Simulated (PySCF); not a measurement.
## Calculated data, Al$_{2}$HNO

Calculation on a computer-drawn molecule: the log of a Hartree-Fock and frozen-core CCSD(T) single point meant for a local Hartree-Fock minimum, with one planted fault or none, to be diagnosed. Offsets are logged minus clean, where the clean run is the same molecule without the fault. The reference is restricted for singlets and unrestricted otherwise, and also for a bond in bohr or an excited solution. Adding or removing an electron swaps singlet and doublet. The excited solution moves the top pair (singlet) or top alpha electron (doublet) to the lowest empty orbital. Highest occupied and lowest empty are orbital energies over both spins, largest force is the largest gradient component, triples share is (T) over the correlation energy, the T1 limit is 0.02 restricted and 0.045 unrestricted, electrons count all cores, a negative frequency is imaginary (commonest isotopes), and the dipole is about the centre of nuclear charge. Program: PySCF 2.14.0.

```json
{"formula": "Al2HNO", "logged_structure": {"atoms_angstrom": [["N", 0.7507, 1.2564, 0.2612], ["Al", -0.2046, 0.6268, 1.1692], ["O", -1.2043, -0.0333, 2.1185], ["Al", -2.2344, -0.7132, 3.0912], ["H", 1.3452, 1.6497, -0.3043]]}, "given": {"meant_charge": 0, "meant_multiplicity": 1, "meant_basis": "cc-pV(D+d)Z", "logged_electrons": 42, "logged_basis_functions": 79, "logged_SCF_converged": "yes", "logged_spin_squared": 0.0, "logged_highest_occupied [eV]": -8.7872, "logged_lowest_empty [eV]": 1.4115, "logged_largest_force [hartree/bohr]": 0.071, "logged_T1_diagnostic": 0.017864, "logged_D1_diagnostic": 0.038932, "logged_triples_share": 0.02641, "logged_CC_converged": "yes", "logged_dipole_magnitude [debye]": 2.2695, "logged_SCF_stable_within_its_kind": "yes", "logged_energy_HF [hartree]": -613.74052, "logged_energy_CCSD(T) [hartree]": -614.21118, "possible_faults": "no fault, one electron removed, one electron added, multiplicity raised by two, geometry at a saddle point, SCF held on an excited solution, minimal basis STO-3G, one bond length entered in bohr, all coordinates scaled", "drawn_bonds_atom": [1, 2, 3, 1], "drawn_bonds_other_atom": [2, 3, 4, 5], "drawn_bonds_order": [2, 1, 1, 1]}, "results": {"planted_fault": "all coordinates scaled, by -8.0 %", "HF_energy_offset_from_clean_run [kcal/mol]": 34.14, "CCSD(T)_energy_offset_from_clean_run [kcal/mol]": 44.63}}
```
